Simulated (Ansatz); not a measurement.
Basis-set extrapolation for `C[SiH](F)N[SiH3]` (PBE0-D4/def2-TZVP geometry, frozen core, Ansatz). Multiplicity 1, RHF reference.

|  | def2-TZVPP | def2-QZVPP |
| --- | --- | --- |
| HF | -774.532634 | -774.561104 |
| MP2 correlation | -0.887711 | -0.957567 |
| CCSD(T) correlation | -0.970538 | not run |

Energies in hartree. Use E(X) = E(∞) + A·exp(−7.88·√X) for Hartree–Fock and E(X) = E(∞) + B·X^(−2.97) for correlation, with X = 3 and 4, and add CCSD(T) minus MP2 of the smaller set to the MP2 limit.

Q: What is the CCSD(T) energy at the basis-set limit?

A: HF limit: -774.561104 + (-0.028470) × 0.13774 = -774.56503. MP2 limit: -0.957567 + (-0.069856) × 0.74074 = -1.00931. Higher-order term: -0.970538 − (-0.887711) = -0.08283. Total: -775.65717 hartree, 96.6 kcal/mol below CCSD(T)/def2-TZVPP.
